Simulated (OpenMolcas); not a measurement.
## Rh6+: effect of the active space

```
Program             : OpenMolcas
Method              : CASSCF or its RAS form
Basis               : ANO-RCC-VQZP
Scalar Hamiltonian  : DKH2, point nucleus
Spin-orbit coupling : RASSI with atomic mean-field integrals over the reference wave functions, term energies averaged over their components
```

A. 3 electrons in 5 orbitals (4d); 2S+1 = 4 even, 10 roots; 2S+1 = 2 even, 40 roots; cost of the order of 20 core-seconds
B. 9 electrons in 8 orbitals (RAS1 4p, at most 2 holes; RAS2 4d); 2S+1 = 4 even, 10 roots; 2S+1 = 2 even, 40 roots; cost of the order of 40 core-seconds
C. 3 electrons in 10 orbitals (4d 5d); 2S+1 = 4 even, 10 roots; 2S+1 = 2 even, 40 roots; cost roughly 40 core-seconds

Energies in cm⁻¹ above 4d³ ⁴F_3/2.

| Level | A | B | C |
| --- | --- | --- | --- |
| 4d³ ⁴F_3/2 | 0.0 | 0.0 | 0.0 |
| 4d³ ⁴F_5/2 | 1743 | 1832 | 1753 |
| 4d³ ⁴F_7/2 | 3868 | 4034 | 3886 |
| 4d³ ⁴F_9/2 | 6188 | 6409 | 6215 |
| 4d³ ⁴P_3/2 | 18142 | 16957 | 18003 |
| 4d³ ⁴P_1/2 | 18265 | 17262 | 18128 |
| 4d³ ²G_7/2 | 20553 | 20657 | 20340 |
| 4d³ ⁴P_5/2 | 20957 | 20099 | 20865 |
| 4d³ ²G_9/2 [69 %] | 21655 | 22053 | 21438 |
| 4d³ ²P_1/2 | 26715 | 24856 | 26506 |
| 4d³ ²H_9/2 [72 %] | 27956 | 29052 | 27737 |
| 4d³ ²H_11/2 | 28149 | 29495 | 27930 |
| 4d³ ²D_5/2(1) | 30816 | 28856 | 30544 |
| 4d³ ²P_3/2 [51 %] | 32070 | 30081 | 31825 |
| 4d³ ²F_7/2 | 43204 | 42555 | 42853 |
| 4d³ ²F_5/2 | 43805 | 43128 | 43451 |
| 4d³ ²D_5/2(2) | 66719 | 62695 | 65944 |
| 4d³ ²D_3/2(2) | 67413 | 63557 | 66581 |

Among A to C the level of the table that moves most is 4d³ ²D_5/2(2), by 4000 cm-1 (lowest in B, highest in A).

Without dynamic correlation excited terms often stand tens of per cent too high (terms of higher spin than the ground term too low), and those without a measured partner can miss by more than the paired ones. Active for correlation alone: 4p; no level in the range computed is led by a configuration that opens it, so any true level of that kind is missing (holds for B). Active for correlation alone: 5d; no level in the range computed is led by a configuration that fills it, so any true level of that kind is missing (holds for C). Levels of configurations outside the active space are missing. Levels that lie high or do not pair safely by name in every column are left out.

A share in square brackets marks a mixed level and gives the weight of the term that names it, the lowest over the columns. A number in round brackets counts repeated terms of one configuration in the order of the reference energies.
